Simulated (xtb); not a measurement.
Cl3Te, charge +1, singlet, from a rough starting geometry; GFN2-xTB run with xtb.

The xtb input:
```
$ xtb mol.xyz --gfn 2 --chrg 1 --opt vtight --json

# file mol.xyz
4

Te     0.16702305     0.64368920     0.39923774
Cl     1.91206657    -0.36277838    -0.47139357
Cl    -0.89355053    -1.07037719     1.47417222
Cl    -1.22659771     0.81381037    -1.46912365
```

Output, abridged:

```
   ID    Z sym.   atoms
    1   52 Te     1
    2   17 Cl     2-4

           -------------------------------------------------
          |                Calculation Setup                |
           -------------------------------------------------

           -------------------------------------------------
          |                 G F N 2 - x T B                 |
           -------------------------------------------------

          ...................................................
          :                      SETUP                      :
          :.................................................:
          :  # basis functions                  40          :
          :  # atomic orbitals                  36          :
          :  # shells                           12          :
          :  # electrons                        26          :
          :  max. iterations                   250          :
          :  Hamiltonian                  GFN2-xTB          :
          :  restarted?                      false          :
          :  GBSA solvation                  false          :
          :  PC potential                    false          :
          :  electronic temp.          300.0000000     K    :
          :  accuracy                    1.0000000          :
          :  -> integral cutoff          0.2500000E+02      :
          :  -> integral neglect         0.1000000E-07      :
          :  -> SCF convergence          0.1000000E-05 Eh   :
          :  -> wf. convergence          0.1000000E-03 e    :
          :  Broyden damping             0.4000000          :
          :  net charge                          1          :
          :  unpaired electrons                  0          :
          ...................................................

 iter      E             dE          RMSdq      gap      omega  full diag
   1    -12.8560743 -0.128561E+02  0.218E+01    2.19       0.0  T
   2    -11.0019000  0.185417E+01  0.278E+01    5.71       1.0  T
   3    -15.3182898 -0.431639E+01  0.111E+01    6.16       1.0  T
   4    -15.9716408 -0.653351E+00  0.868E+00    3.33       1.0  T
   5    -16.3498602 -0.378219E+00  0.204E+00    4.44       1.0  T
   6    -16.2399234  0.109937E+00  0.383E+00    4.81       1.0  T
   7    -16.3420413 -0.102118E+00  0.166E+00    4.49       1.0  T
   8    -16.3652612 -0.232199E-01  0.130E-01    4.28       1.0  T
   9    -16.3652208  0.403784E-04  0.138E-01    4.25       1.0  T
[...]
         :: total energy             -16.356187367515 Eh    ::
 * total energy  :   -16.3561874 Eh     change       -0.1882473E-08 Eh
 * total energy  :   -16.3568364 Eh     change       -0.6490532E-03 Eh
 * total energy  :   -16.3583811 Eh     change       -0.1544682E-02 Eh
 * total energy  :   -16.3581562 Eh     change        0.2248928E-03 Eh
 * total energy  :   -16.3587972 Eh     change       -0.6409440E-03 Eh
 * total energy  :   -16.3587388 Eh     change        0.5831810E-04 Eh
 * total energy  :   -16.3588641 Eh     change       -0.1252608E-03 Eh
 * total energy  :   -16.3588608 Eh     change        0.3329561E-05 Eh
 * total energy  :   -16.3588647 Eh     change       -0.3921185E-05 Eh
 * total energy  :   -16.3588647 Eh     change        0.1126453E-07 Eh
 * total energy  :   -16.3588647 Eh     change       -0.2188402E-07 Eh
   *** GEOMETRY OPTIMIZATION CONVERGED AFTER 11 ITERATIONS ***
         :: total energy             -16.358864700586 Eh    ::
[...]
       ...                                ...                  ...
        36                          0.6594338              17.9441
      -------------------------------------------------------------
                  HL-Gap            0.1665779 Eh            4.5328 eV
             Fermi-level           -0.5743383 Eh          -15.6285 eV

     #   Z          covCN         q      C6AA      α(0)
     1  52 Te       2.481     0.305   397.930    36.868
     2  17 Cl       0.827     0.232    92.438    14.708
     3  17 Cl       0.827     0.232    92.438    14.708
     4  17 Cl       0.827     0.232    92.438    14.708

 Mol. C6AA /au·bohr⁶  :       2365.312815
 Mol. C8AA /au·bohr⁸  :     148997.864825
 Mol. α(0) /au        :         80.992732

Wiberg/Mayer (AO) data.
largest (>0.10) Wiberg bond orders for each atom

 ---------------------------------------------------------------------------
     #   Z sym  total        # sym  WBO       # sym  WBO       # sym  WBO
 ---------------------------------------------------------------------------
     1  52 Te   4.434 --     4 Cl   1.478     2 Cl   1.478     3 Cl   1.478
     2  17 Cl   1.699 --     1 Te   1.478     4 Cl   0.110     3 Cl   0.110
     3  17 Cl   1.699 --     1 Te   1.478     2 Cl   0.110     4 Cl   0.110
     4  17 Cl   1.699 --     1 Te   1.478     2 Cl   0.110     3 Cl   0.110
 ---------------------------------------------------------------------------

Topologies differ in total number of bonds
Writing topology from bond orders to xtbtopo.mol

molecular dipole:
                 x           y           z       tot (Debye)
 q only:       -0.002       0.102       0.025
   full:        0.068       0.473       0.256       1.379
molecular quadrupole (traceless):
                xx          xy          yy          xz          yz          zz
 q only:        1.959      -0.845      -2.339      -0.527      -2.785       0.380
  q+dip:        1.735      -0.758      -2.053      -0.476      -2.480       0.318
   full:        1.465      -0.642      -1.730      -0.404      -2.097       0.265

optimized geometry written to: xtbopt.xyz

           -------------------------------------------------
          | TOTAL ENERGY              -16.358864700586 Eh   |
          | GRADIENT NORM               0.000009681253 Eh/α |
          | HOMO-LUMO GAP               4.532814219141 eV   |
           -------------------------------------------------

normal termination of xtb
```
